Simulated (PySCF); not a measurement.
Can point charges reproduce the dipole moment of `C[Si@@H](/C=C\[S@@](C)=O)O[SiH3]`?

Coordinates (GFN2-xTB, Å) and charges (e) from the PBE0/pcSseg-1 density (PySCF):

```json
{"atom": "C1", "x": "-1.509", "y": "1.345", "z": "1.654", "Mulliken": "-0.6486", "IAO": "-0.7403", "Hirshfeld": "-0.2188", "ESP-fitted": "-0.7599"}
{"atom": "Si2", "x": "-1.125", "y": "1.152", "z": "-0.193", "Mulliken": "+1.0691", "IAO": "+1.1272", "Hirshfeld": "+0.4226", "ESP-fitted": "+0.9202"}
{"atom": "C3", "x": "0.617", "y": "1.773", "z": "-0.580", "Mulliken": "-0.4232", "IAO": "-0.4432", "Hirshfeld": "-0.1416", "ESP-fitted": "-0.5065"}
{"atom": "C4", "x": "1.729", "y": "1.200", "z": "-0.158", "Mulliken": "-0.2467", "IAO": "-0.2865", "Hirshfeld": "-0.0540", "ESP-fitted": "-0.0061"}
{"atom": "S5", "x": "1.692", "y": "-0.312", "z": "0.845", "Mulliken": "+0.5843", "IAO": "+1.1120", "Hirshfeld": "+0.3576", "ESP-fitted": "+0.4572"}
{"atom": "C6", "x": "2.094", "y": "-1.388", "z": "-0.606", "Mulliken": "-0.3898", "IAO": "-0.5690", "Hirshfeld": "-0.1326", "ESP-fitted": "-0.5482"}
{"atom": "O7", "x": "2.917", "y": "-0.270", "z": "1.652", "Mulliken": "-0.6197", "IAO": "-0.9075", "Hirshfeld": "-0.3779", "ESP-fitted": "-0.5027"}
{"atom": "O8", "x": "-1.188", "y": "-0.421", "z": "-0.612", "Mulliken": "-0.7613", "IAO": "-0.8886", "Hirshfeld": "-0.3010", "ESP-fitted": "-0.5142"}
{"atom": "Si9", "x": "-1.942", "y": "-1.856", "z": "-0.714", "Mulliken": "+0.7241", "IAO": "+0.8817", "Hirshfeld": "+0.3929", "ESP-fitted": "+0.5941"}
{"atom": "H10", "x": "-0.781", "y": "0.816", "z": "2.262", "Mulliken": "+0.1590", "IAO": "+0.1643", "Hirshfeld": "+0.0374", "ESP-fitted": "+0.1627"}
{"atom": "H11", "x": "-2.492", "y": "0.951", "z": "1.894", "Mulliken": "+0.1387", "IAO": "+0.1583", "Hirshfeld": "+0.0440", "ESP-fitted": "+0.1839"}
{"atom": "H12", "x": "-1.491", "y": "2.389", "z": "1.952", "Mulliken": "+0.1414", "IAO": "+0.1622", "Hirshfeld": "+0.0450", "ESP-fitted": "+0.1917"}
{"atom": "H13", "x": "-2.080", "y": "1.859", "z": "-1.052", "Mulliken": "-0.1130", "IAO": "-0.1547", "Hirshfeld": "-0.0874", "ESP-fitted": "-0.1881"}
{"atom": "H14", "x": "0.698", "y": "2.679", "z": "-1.168", "Mulliken": "+0.1352", "IAO": "+0.1654", "Hirshfeld": "+0.0504", "ESP-fitted": "+0.1819"}
{"atom": "H15", "x": "2.729", "y": "1.577", "z": "-0.326", "Mulliken": "+0.1470", "IAO": "+0.1632", "Hirshfeld": "+0.0565", "ESP-fitted": "+0.1425"}
{"atom": "H16", "x": "1.279", "y": "-1.304", "z": "-1.314", "Mulliken": "+0.1555", "IAO": "+0.1652", "Hirshfeld": "+0.0409", "ESP-fitted": "+0.1589"}
{"atom": "H17", "x": "3.033", "y": "-1.064", "z": "-1.040", "Mulliken": "+0.1498", "IAO": "+0.1611", "Hirshfeld": "+0.0501", "ESP-fitted": "+0.1871"}
{"atom": "H18", "x": "2.185", "y": "-2.408", "z": "-0.247", "Mulliken": "+0.1556", "IAO": "+0.1656", "Hirshfeld": "+0.0514", "ESP-fitted": "+0.2128"}
{"atom": "H19", "x": "-2.630", "y": "-2.116", "z": "0.548", "Mulliken": "-0.1158", "IAO": "-0.1476", "Hirshfeld": "-0.0782", "ESP-fitted": "-0.1230"}
{"atom": "H20", "x": "-2.886", "y": "-1.778", "z": "-1.829", "Mulliken": "-0.1133", "IAO": "-0.1453", "Hirshfeld": "-0.0789", "ESP-fitted": "-0.1164"}
{"atom": "H21", "x": "-0.861", "y": "-2.805", "z": "-0.968", "Mulliken": "-0.1282", "IAO": "-0.1436", "Hirshfeld": "-0.0780", "ESP-fitted": "-0.1280"}
```

What dipole does each set of charges give (1 e·Å = 4.803 D), and what does the density give?

The full density gives (-2.67, 0.17, -2.49) D, 3.66 D in size; dipole vectors point from the negative to the positive end.

| scheme | μx | μy | μz | size (D) | share of the full size (%) | angle to the full dipole (°) |
| --- | --- | --- | --- | --- | --- | --- |
| Mulliken | -6.07 | -0.63 | -3.16 | 6.88 | 188 | 17 |
| IAO | -6.84 | -0.61 | -3.06 | 7.52 | 205 | 20 |
| Hirshfeld | -2.52 | -0.07 | -1.74 | 3.06 | 84 | 9 |
| ESP-fitted | -2.66 | 0.17 | -2.49 | 3.65 | 100 | 0 |

Which set comes closest?

Length of the difference vector: ESP-fitted 0.01 D, Hirshfeld 0.81 D, Mulliken 3.56 D, IAO 4.27 D. Closest: ESP-fitted. 

What is left for the Hirshfeld atoms' own dipoles?

The shares of the density sum to the whole, so what Σ q r misses lies in dipoles about the nuclei. The atomic dipoles sum to (-2.67, 0.17, -2.49) − (-2.52, -0.07, -1.74) = (-0.15, 0.24, -0.75) D, 0.81 D in size.

With the origin at the mean of the coordinates, (0.000, 0.001, 0.000) Å, which are the largest single terms, by size, of the Mulliken dipole along the direction of the full one?

O7 +9.73, Si9 +6.32, Si2 +5.17, S5 -5.13, O8 -4.62 D; all 21 atoms together +6.56 D. The single terms depend on the origin, their sum doesn't.

Give the size of the full dipole in other units.

3.66 D = 1.439 au = 0.762 e·Å = 12.20 × 10⁻³⁰ C·m.

One conformer (not necessarily the lowest) at the GFN2-xTB geometry, without solvent, vibrations or thermal averaging. GFN2-xTB frequencies show an imaginary mode (57i cm⁻¹), so this geometry is no minimum at that level.

Conformer computed: `[CH3:1][Si@@H:2](/[CH:3]=[CH:4]\[S@@:5]([CH3:6])=[O:7])[O:8][SiH3:9]`: C1–Si2–C3–C4 67°, C3–C4–S5–C6 101°, C1–Si2–O8–Si9 56°.
